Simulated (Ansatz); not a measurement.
Ansatz results at the PBE0-D4/def2-TZVP geometry: HOMO–LUMO gap (PBE0/def2-TZVPP) 6.78 eV; LUMO energy (PBE/def2-TZVPP) -1.55 eV; HOMO energy (PBE0/def2-TZVPP) -7.40 eV.

Each molecule was computed in one conformer, which needn't be the lowest.

Problem. Which molecule gave them?
A. `CCCBS`
B. `[CH2]1[AlH][S]1`
C. `[SiH3][SiH2][TeH]`
D. `CBSCC`

Solution. D. The others give `[SiH3][SiH2][TeH]`: 5.73, -1.60, -6.54; `CCCBS`: 7.33, -1.67, -8.05; `[CH2]1[AlH][S]1`: 5.59, -2.06, -6.90.
